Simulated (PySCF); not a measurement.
Identify the compound

An unknown has the formula C5H8BFO2. Its calculated NMR data are:

1H NMR (300 MHz, computed): δ 5.89 (m, 1H), 5.89 (m, 1H), 5.70 (m, 1H), 5.51 (dt, J = 63.3, 1.9 Hz, 1H), 4.41 (m, 1H), 4.16 (br, 1H), 4.10 (m, 1H), 2.30 (m, 1H).

13C{1H} NMR (computed): δ 140.6 (CH, d, J = 6.9 Hz), 127.5 (CH2), 104.6 (CH, d, J = 278.1 Hz), 57.8 (CH2, d, J = 3.0 Hz), 45.0 (CH, d, J = 21.1 Hz).

In vacuum, no relativistic terms, single conformer. J couplings at B3LYP/pcJ-1 (spin–dipole term only in couplings to heteroatoms); structure optimised with PBE0-D3(BJ)/def2-SVP; σ from GIAO-PBE0/pcSseg-1; PySCF.

δ = σ(ref) − σ, references computed at the same level: TMS for 1H, 13C.

Propose a structure and justify it.

## Answers


5 carbon signals for 5 carbons: no two carbons are equivalent. Carbon types of the structure: 3 × CH, 2 × CH2, leaving 1 H on heteroatoms. δC 140.6: alkene CH; an sp2 carbon of a C=C bond. δC 127.5: terminal =CH2 carbon; as expected for a trigonal carbon in a double bond. δC 104.6: sp3 CH bonded to F and O; 2 electronegative neighbours deshield it. δH 5.89, 5.70: hydrogen on a terminal =CH2 carbon; olefinic region. δH 5.51: hydrogen on an sp3 CH bonded to F and O; its carbon carries F and O, an electronegative neighbour. δH 4.41, 4.10: hydrogen on an sp3 CH2 bonded to O; its carbon carries O, hence the downfield position. δH 2.30: hydrogen on an allylic sp3 CH; allylic position.

The compound is SMILES C=C[C@@H]1COBO[C@H]1F.

This is the structure that produced the data.

Hydrogens on boron are broadened and split by 11B (spin 3/2, 80 %) and 10B (spin 3). C–F couplings over four or more bonds (about 3 Hz to the para carbon of a fluoroarene) are left out. Common functionals overestimate the size of one-bond C–F couplings by tens of Hz; these are unscaled. Splittings below 1 Hz are ignored in the labels, and close J values are merged. Unscaled 3J(H,H) at this level run about 10 % above measured values. Shifts are as computed. Against solution values, carbons near 30 ppm lie about +2 ppm off and those near 130 ppm about +5 ppm. Of 1309 compounds with measured shifts, 239 miss one by over three times the rms of a fit or turn the order of signals round; such compounds aren't used in these exercises. Couplings across =CH–CH2 type bonds come from one rotamer and its mirror image, and can be 1–2 Hz further off. Vicinal couplings across rotatable single bonds and in flexible rings belong to the one computed conformer; a conformer average would change them.
